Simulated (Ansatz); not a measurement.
`[Cl][Zn][Cl]` + H–F → `[F][Zn][Cl]` + HCl at 298.15 K and 1 bar (ligand exchange at a Zn–Cl bond).

Computed with Ansatz on PBE0-D4/def2-TZVP structures; ΔE is electronic, products minus reactants. CCSD(T)/CBS adds triple-zeta CCSD(T) − MP2 to the extrapolated MP2 energy (def2 sets, frozen cores). This one scheme is used for every species. For Zn outer-core shells are correlated without core-valence functions, which leaves a few kJ/mol of doubt a bond. Scalar relativity is left out up to krypton.

```
       species  CCSD(T)/CBS energy (Eh)  H − E (kJ/mol)  S (J/(mol·K))
`[Cl][Zn][Cl]`              -2698.04832            20.4          276.7
           H–F               -100.39570            33.5          173.6
 `[F][Zn][Cl]`              -2338.03728            21.5          270.7
           HCl               -460.38127            26.6          186.8
```

H − E and S are ideal-gas, rigid-rotor, harmonic terms from PBE0-D4/def2-TZVP. 1 Eh = 2625.50 kJ/mol, R = 8.31446 J/(mol·K).

By hand: ΔE, ΔH, ΔS and ΔG.

ΔE = (-2338.03728) + (-460.38127) − (-2698.04832) − (-100.39570) = 0.02547 Eh = 66.9 kJ/mol. Δ(H − E) = 21.5 + 26.6 − 20.4 − 33.5 = -5.8, so ΔH = 61.1 kJ/mol. ΔS = 270.7 + 186.8 − 276.7 − 173.6 = 7.2 J/(mol·K). ΔG = 61.1 − 298.15 × (7.2)/1000 = 59.0 kJ/mol.

By hand: the equilibrium constant, and the temperature at which ΔG would vanish if ΔH and ΔS stayed fixed.

log₁₀ K = −ΔG/(RT ln 10) = -10.3. ΔG = 0 at ΔH/ΔS = 8486 K, far beyond where these terms or the molecules hold.

The number of gas molecules stays the same, so ΔS is small and ΔH decides. A doubt of 5 kJ/mol in ΔE shifts log₁₀ K by 0.9 here. These are equilibria of isolated gas molecules and say nothing of rates. Largest T1 diagnostic: 0.016 (customary marks: 0.02 for closed shells, 0.045 for open ones).
